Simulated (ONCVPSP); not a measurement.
Reading a pseudo-wave (In (Z = 49))

Columns: radius, all-electron u(r) and pseudo u(r) of the 5p shell (level -2.70 eV) of indium in the configuration [Kr] 4d10 5s2 5p1; LDA (Perdew-Wang 92), scalar-relativistic, ONCV scheme, ONCVPSP 4.0.1.

```
r (bohr)  all-electron  pseudo
   0.143        0.0227  0.0029
   0.285        0.1308  0.0114
   0.428       -0.0278  0.0259
   0.570       -0.1768  0.0463
   0.713       -0.2247  0.0727
   0.855       -0.1875  0.1045
   0.998       -0.1022  0.1417
   1.140        0.0005  0.1829
   1.283        0.1046  0.2276
   1.425        0.1997  0.2738
   1.568        0.2833  0.3207
   1.710        0.3532  0.3663
   1.853        0.4108  0.4097
   1.995        0.4564  0.4490
   2.138        0.4919  0.4834
   2.280        0.5182  0.5115
   2.423        0.5368  0.5329
   2.565        0.5487  0.5471
   2.708        0.5550  0.5547
   2.850        0.5566  0.5565
   2.992        0.5542  0.5542
   3.135        0.5486  0.5486
   3.278        0.5402  0.5402
   3.420        0.5297  0.5297
   3.563        0.5174  0.5174
   3.705        0.5038  0.5038
```

Problem. How many radial nodes do the two functions have?

Solution. The all-electron 5p function has n − l − 1 = 3 (the table is too coarse to show those close to the nucleus); the pseudo-wave has 0, since the states of the same l below it are removed with the core.

Problem. At about which radius was the pseudo-wave matched?

Solution. 2.85 bohr, where the columns begin to agree (steps of 0.14 bohr).

Problem. Is the pseudo-wave norm-conserving?

Solution. Yes: the ONCV scheme keeps the norm inside the radius equal to the all-electron one, which fixes the energy derivative of the logarithmic derivative at the level.
